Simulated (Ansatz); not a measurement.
# Two structures, one formula

The two ends of one reaction step of BH₂SeF₃, singlet (PBE0-D4/def2-TZVP).

A:

B1  (0.160, -0.974, 0.604)
F2  (-1.495, 1.111, -1.701)
F3  (0.026, -2.107, -0.044)
F4  (-0.488, -0.791, 1.729)
H5  (-0.621, 1.027, -1.390)
Se6  (1.349, 0.391, -0.140)
H7  (1.068, 1.343, 0.942)
(Å)

B:

```xyz
7
angstrom
B -0.8650 -0.9876 0.2092
F -1.6890 -0.0728 -0.2590
F -0.3544 -1.8845 -0.6080
F -0.7129 -1.1231 1.5098
H 1.1973 1.2677 -1.3837
Se 1.5622 0.8284 -0.0319
H 0.8617 1.9720 0.5635
```

Ansatz 0.2.0; basis: def2-TZVPP; cores frozen in the correlated methods. Filled d shells of the heavier atoms are correlated. The def2 sets are not built for correlating such inner shells, so the correlated values are less sure here. B3LYP uses VWN-RPA correlation.

Problem. Which structure is lower at CCSD(T), and by how much? (An estimate is asked for; the value comes from the calculation.)

Solution. Computed: B, by 0.931 eV (electronic energy, against the other). By their contacts, A is a complex of BHSeF₂ ([F][B]([F])[SeH]) + HF and B is a complex of BF₃ ([F][B]([F])[F]) + H₂Se.

All methods give the same order:

| method | E(B) − E(A) (eV) |
| --- | --- |
| SPW92 | -0.851 |
| PBE-D4 | -0.776 |
| BLYP-D4 | -0.875 |
| r2SCAN-D4 | -0.925 |
| B97M-V | -0.999 |
| PBE0-D4 | -0.848 |
| B3LYP-D4 | -0.933 |
| r2SCAN0-D4 | -0.957 |
| BHLYP-D4 | -1.030 |
| CAM-B3LYP-D4 | -0.989 |
| wB97X-V | -0.924 |
| wB97M-V | -0.948 |
| B2PLYP | -0.926 |
| PBE-QIDH | -0.889 |
| RPA on PBE | -0.929 |
| HF | -1.168 |
| MP2 | -0.865 |
| CCSD | -0.971 |
| CCSD(T) | -0.931 |

No T1 diagnostic of these runs exceeds 0.012.

Labels in which every atom is bracketed show which atoms are joined, not bond orders.

For scale, one of the runs: CCSD(T)/def2-TZVPP, 200 basis functions, launched by `ansatz run in.yaml --threads 4 --pin off --events-out ev --progress --plain --max-ram 9574MiB`. Time: 2.1 min of wall clock on 4 CPU threads of an Arm Neoverse V1; the host was shared. Peak host memory: 2.8 GiB.
